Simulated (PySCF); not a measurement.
3-propylphenol, C9H12O.
Numbering: `[CH3:1][CH2:2][CH2:3][c:4]1[cH:5][cH:6][cH:7][c:8]([OH:9])[cH:10]1` (hydrogens: H11, H12, H13 on C1; H14, H15 on C2; H16, H17 on C3; H18 on C5; H19 on C6; H20 on C7; H21 on O9; H22 on C10)

Computed by this run: PySCF 2.14.0, PBE0-D3(BJ)/def2-SVP geometry optimisation, gas phase; density fitting, grid level 1; the optimiser is geomeTRIC in internal coordinates, started from a GFN2-xTB structure with every atom displaced at random (about 0.01 Å).

Step 0: E = -11554.5286 eV
```
atom  x, y, z in Å  |  force x, y, z in eV/Å
C1     -2.5142   -0.7041   -0.7335   -2.004   1.733  -0.519
C2     -2.0890    0.7558   -0.5266   -0.324  -0.674   0.586
C3     -1.1404    0.8927    0.6546    1.434   0.374  -0.384
C4      0.2161    0.2029    0.3869   -2.751   0.049   1.117
C5      0.4293   -1.0858    0.8608   -0.097  -0.076   0.402
C6      1.6146   -1.7169    0.5667    0.381  -0.725   0.074
C7      2.5834   -1.1003   -0.2124   -1.265   1.031   0.127
C8      2.3536    0.1894   -0.6974   -0.432  -0.394   0.468
O9      3.2465    0.8520   -1.4406    0.164   0.387  -0.319
C10     1.1408    0.8230   -0.3800    1.839   0.088  -0.974
H11    -3.0556   -1.0562    0.1550    0.064  -0.222   0.074
H12    -1.6731   -1.3182   -0.9314    1.031  -0.976  -0.311
H13    -3.2457   -0.7310   -1.5917    0.635  -0.287   0.556
H14    -2.9737    1.3937   -0.3375    0.083  -0.098  -0.175
H15    -1.5919    1.1120   -1.4270    0.132   0.302  -0.390
H16    -1.5902    0.4847    1.5612   -0.153  -0.153   0.277
H17    -0.9329    1.9668    0.8442   -0.129  -0.225   0.018
H18    -0.3155   -1.5679    1.4913   -0.111  -0.073   0.026
H19     1.8031   -2.7250    0.9472    0.013   0.003  -0.019
H20     3.4770   -1.5947   -0.4460    1.606  -0.890  -0.369
H21     4.0096    0.2916   -1.6016    0.105  -0.069  -0.006
H22     0.9906    1.8014   -0.7819   -0.223   0.893  -0.258
```

Step 1: E = -11554.7502 eV
```
atom  x, y, z in Å  |  force x, y, z in eV/Å
C1     -2.5580   -0.6650   -0.7779    0.484  -0.230   0.012
C2     -2.1151    0.7596   -0.4943    0.072   0.075  -0.134
C3     -1.1240    0.8953    0.6684   -0.084  -0.155   0.099
C4      0.1870    0.1995    0.4110    0.206   0.238  -0.226
C5      0.4532   -1.0775    0.9131   -0.034  -0.107   0.065
C6      1.6475   -1.7256    0.6017   -0.078   0.067   0.048
C7      2.5963   -1.1081   -0.2052    0.387  -0.253  -0.110
C8      2.3480    0.1726   -0.7060    0.136   0.125  -0.142
O9      3.2316    0.8336   -1.4901   -0.075  -0.050   0.053
C10     1.1511    0.8172   -0.4009   -0.340  -0.012   0.167
H11    -3.1334   -1.0811    0.0639   -0.025  -0.037  -0.008
H12    -1.6790   -1.3266   -0.9446   -0.296   0.194   0.076
H13    -3.1738   -0.7200   -1.6835   -0.156   0.010  -0.051
H14    -2.9984    1.3869   -0.2841    0.028   0.022  -0.004
H15    -1.6434    1.1812   -1.4022   -0.062  -0.001   0.074
H16    -1.5825    0.4855    1.5872    0.043   0.035  -0.062
H17    -0.9412    1.9646    0.8571    0.017   0.019   0.009
H18    -0.2844   -1.5694    1.5514   -0.007  -0.011   0.007
H19     1.8435   -2.7239    0.9976    0.012  -0.033   0.002
H20     3.5405   -1.6262   -0.4545   -0.304   0.192   0.094
H21     4.0025    0.2765   -1.6357    0.031  -0.023   0.006
H22     0.9748    1.8167   -0.8117    0.044  -0.065   0.027
```

Step 2: E = -11554.7591 eV
```
atom  x, y, z in Å  |  force x, y, z in eV/Å
C1     -2.5667   -0.6644   -0.7809    0.106  -0.032  -0.045
C2     -2.1199    0.7602   -0.4935    0.005   0.002  -0.009
C3     -1.1202    0.8845    0.6629   -0.035   0.035  -0.009
C4      0.1923    0.1997    0.3946   -0.032   0.044  -0.024
C5      0.4490   -1.0773    0.9070    0.151   0.000  -0.060
C6      1.6504   -1.7160    0.6056   -0.023  -0.092   0.063
C7      2.6068   -1.1039   -0.1992   -0.028  -0.002  -0.001
C8      2.3552    0.1735   -0.7112    0.112   0.002  -0.044
O9      3.2467    0.8255   -1.4908   -0.053   0.005   0.010
C10     1.1526    0.8170   -0.4140   -0.091  -0.055   0.067
H11    -3.1244   -1.0911    0.0684   -0.008  -0.001   0.004
H12    -1.7025   -1.3227   -0.9719   -0.043   0.037   0.006
H13    -3.2146   -0.7087   -1.6697   -0.038   0.009   0.041
H14    -2.9982    1.3866   -0.2627   -0.006   0.003  -0.016
H15    -1.6652    1.1945   -1.4010    0.001  -0.001   0.011
H16    -1.5687    0.4673    1.5803    0.003   0.004  -0.014
H17    -0.9379    1.9531    0.8600   -0.004   0.012   0.009
H18    -0.2912   -1.5676    1.5442    0.012   0.009  -0.014
H19     1.8492   -2.7122    1.0082    0.012  -0.014  -0.002
H20     3.5493   -1.6130   -0.4313   -0.049   0.030   0.021
H21     4.0200    0.2663   -1.6191   -0.001   0.005   0.005
H22     0.9807    1.8146   -0.8254    0.008  -0.002   0.001
```

Problem. Estimate the geometry and energy of step 3. (The exact step hangs on the optimiser's Hessian estimate; all steps are aligned on step 2, rigid shifts and turns removed.)

Solution. E = -11554.7583 eV, largest force 0.238 eV/Å
```
atom  x, y, z in Å  |  force x, y, z in eV/Å
C1     -2.5781   -0.6552   -0.7859   -0.152   0.089  -0.029
C2     -2.1204    0.7665   -0.5005   -0.027  -0.038   0.066
C3     -1.1197    0.8794    0.6557    0.004   0.005  -0.009
C4      0.1903    0.1871    0.3903    0.059  -0.068  -0.003
C5      0.4659   -1.0877    0.9041   -0.135  -0.077   0.125
C6      1.6684   -1.7305    0.6195   -0.057   0.212  -0.093
C7      2.6136   -1.1036   -0.1885    0.010   0.060  -0.037
C8      2.3557    0.1696   -0.7116   -0.102  -0.061   0.098
O9      3.2365    0.8302   -1.4935    0.029  -0.045  -0.002
C10     1.1456    0.8037   -0.4172    0.095   0.004  -0.053
H11    -3.1249   -1.0816    0.0712    0.014   0.014   0.011
H12    -1.7282   -1.3169   -0.9930    0.120  -0.072  -0.049
H13    -3.2513   -0.6905   -1.6583    0.032   0.001   0.055
H14    -2.9926    1.3988   -0.2630   -0.018  -0.007  -0.018
H15    -1.6699    1.2023   -1.4076    0.041   0.001  -0.025
H16    -1.5705    0.4650    1.5713   -0.034  -0.019   0.026
H17    -0.9305    1.9471    0.8552    0.011  -0.019   0.008
H18    -0.2725   -1.5786    1.5423   -0.026  -0.002   0.011
H19     1.8756   -2.7235    1.0280   -0.012   0.043  -0.015
H20     3.5591   -1.5976   -0.4120    0.155  -0.076  -0.043
H21     4.0195    0.2828   -1.6155    0.000   0.014  -0.004
H22     0.9711    1.7989   -0.8307   -0.006   0.040  -0.022
```

The energy changes by +0.0008 eV. The first-order estimate −F·Δx gives -0.0085 eV and the mean of the old and new forces, exact on a quadratic surface, +0.0012 eV. The step makes an angle of 74° with the force vector and moves no atom by more than 0.043 Å. The energy falls at the start of this step and ends higher, so the step passed the lowest point of its straight line.

The cost below is that of the whole optimisation. Time: 4.3 min; peak memory 0.91 GiB. Hardware: one thread of an Intel Xeon Platinum 8259CL at 2.50 GHz, no GPU, on a shared host.
